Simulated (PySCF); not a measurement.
SMILES C[C]([Se]C(C)C)C (C₆H₁₃Se), doublet, GFN2-xTB optimised geometry.

```
20

C      2.01    -0.15     1.05
C      1.25    -0.90     0.00
C      1.92    -2.07    -0.62
Se    -0.63    -0.90     0.00
C     -0.99     1.10     0.00
C     -0.30     1.73    -1.19
C     -2.49     1.30    -0.01
H      2.95     0.21     0.63
H      1.45     0.70     1.43
H      2.26    -0.81     1.89
H      1.27    -2.56    -1.34
H      2.22    -2.82     0.13
H      2.83    -1.75    -1.13
H     -0.57     1.48     0.94
H      0.76     1.50    -1.19
H     -0.73     1.36    -2.12
H     -0.42     2.82    -1.16
H     -2.73     2.36     0.03
H     -2.92     0.89    -0.93
H     -2.95     0.80     0.84
```

Density from PySCF 2.14.0 with unrestricted PBE0/def2-SVP at that geometry.

Minimum of the electron density along straight lines between bonded atoms, close to the bond critical point (lines longer than 1.1 times the sum of covalent radii, or with two minima, are not listed):

```csv
bond,length / Å,ρ at the minimum / e bohr⁻³,∇²ρ there / e bohr⁻⁵,position (fraction from the first atom)
C1–C2,1.493,0.256,-0.59,0.50
C2–C3,1.493,0.256,-0.59,0.51
C2–Se4,1.873,___,___,0.49
Se4–C5,2.026,0.131,-0.13,0.52
C5–C6,1.515,0.249,-0.57,0.51
C5–C7,1.517,0.247,-0.57,0.51
C1–H8,1.091,0.273,-0.99,0.62
C1–H9,1.087,0.277,-1.02,0.63
C3–H11,1.089,0.277,-1.02,0.63
C3–H12,1.095,0.270,-0.96,0.62
C3–H13,1.092,0.272,-0.98,0.62
C5–H14,1.094,0.278,-1.02,0.63
C6–H15,1.089,0.277,-1.02,0.63
C6–H16,1.089,0.276,-1.01,0.63
C6–H17,1.089,0.274,-0.99,0.62
C7–H18,1.089,0.275,-1.00,0.62
C7–H19,1.089,0.276,-1.01,0.63
C7–H20,1.089,0.276,-1.01,0.63
```

### Question
Complete the blanks.

### Answer

- C2–Se4, ρ at the minimum / e bohr⁻³: 0.167
- C2–Se4, ∇²ρ there / e bohr⁻⁵: -0.18
